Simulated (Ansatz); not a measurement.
```yaml
crystal:
  periodic: [false, false, false]
  atoms:
    - {symbol: O, position_ang: [1.579801, -2.621438, 0.409309]}
    - {symbol: Ag, position_ang: [-0.488217, 1.266915, -0.025393]}
    - {symbol: P, position_ang: [-0.538217, 1.216915, -0.075393]}
    - {symbol: F, position_ang: [-1.996160, 1.205590, -0.794153]}
    - {symbol: F, position_ang: [0.178156, 2.391049, -0.942973]}
    - {symbol: F, position_ang: [-0.904124, 2.066651, 1.261866]}
    - {symbol: H, position_ang: [1.123430, -3.411122, -0.017792]}
basis:
  gaussian: {orbitals: def2-TZVP}
hamiltonian: {xc: {name: B2GP-PLYP}}
output: {forces: true}
```

```sh
$ ansatz run in.yaml --threads 4 --pin off --events-out ev --progress --plain --max-ram 10444MiB
```

It prints (some lines left out):

```
Functional definition: B2GP-PLYP
  name "B2GP-PLYP"
  cite "Karton, Tarnopolsky, Lamère, Schatz & Martin, J. Phys. Chem. A 112, 12868 (2008) doi:10.1021/jp801805p"
  cite "Becke, Phys. Rev. A 38, 3098 (1988) doi:10.1103/PhysRevA.38.3098"
  cite "Lee, Yang & Parr, Phys. Rev. B 37, 785 (1988) doi:10.1103/PhysRevB.37.785"
  parameter a = 0.65
  parameter c = 0.36
  exchange = (1 - a)*b88_x + a*exact_x
  correlation = (1 - c)*lyp_c + c*(mp2_os + mp2_ss)
1475 factors; integrals over basis functions are off by at most 7.6e-4 eV
mean field evaluation 1: about 17933.1675 eV, gradient 3.7e2 eV
mean field evaluation 2: about 17927.4306 eV, gradient 3.7e2 eV
mean field evaluation 4: about 18050.1972 eV, gradient 2.8e2 eV
mean field evaluation 8: about 17854.1679 eV, gradient 2.8e1 eV
mean field evaluation 16: about 17851.7405 eV, gradient 1.8e0 eV
mean field evaluation 32: about 17851.6029 eV, gradient 2.5e-6 eV
a density is far from that of the atoms, so the factors are made again for it
1899 factors; integrals over basis functions are off by at most 7.6e-4 eV
mean field 17851.60114690 eV, 656.0342418986 hartree, gradient 2.7e-6 eV, S^2 0.000000; 5 other end points of the search recorded, 0 dependent functions left out; unrestricted orbitals would lower it
9 core orbitals not correlated: weight in the atoms' cores, before any rotation towards them, 0.474 or more for the frozen orbitals, at most 0.010 for the correlated occupied ones
reference 17851.60100616 eV, 656.0342367267 hartree; 26, 26 occupied and 172, 172 virtual orbitals, 1899 factors
second order -55.32547669 eV of doubles, -0.00000000 eV of singles
the calculation of the forces begins
Total energy: 17831.68383455 eV, 655.3022941704 hartree
Atom 0 at     1.579801    -2.621438     0.409309 Å, force    -1.001547    -0.729192    -0.731857 eV/Å
Atom 1 at    -0.488217     1.266915    -0.025393 Å, force 341954.977608 341983.781844 342014.327802 eV/Å
Atom 2 at    -0.538217     1.216915    -0.075393 Å, force -341956.480592 -341994.133079 -342009.408092 eV/Å
Atom 3 at    -1.996160     1.205590    -0.794153 Å, force   -10.724211    -4.905100    -8.221293 eV/Å
Atom 4 at     0.178156     2.391049    -0.942973 Å, force     7.279682     9.320255    -4.957772 eV/Å
Atom 5 at    -0.904124     2.066651     1.261866 Å, force     5.196641     5.599170     8.331533 eV/Å
Atom 6 at     1.123430    -3.411122    -0.017792 Å, force     0.752418     1.066101     0.659678 eV/Å
Dipole moment:    -0.152152    -1.085057    -0.192134 e Å
```

In this input one atom was put on top of another. Self-consistency was reached. The result belongs to that input, not to the molecule as meant.
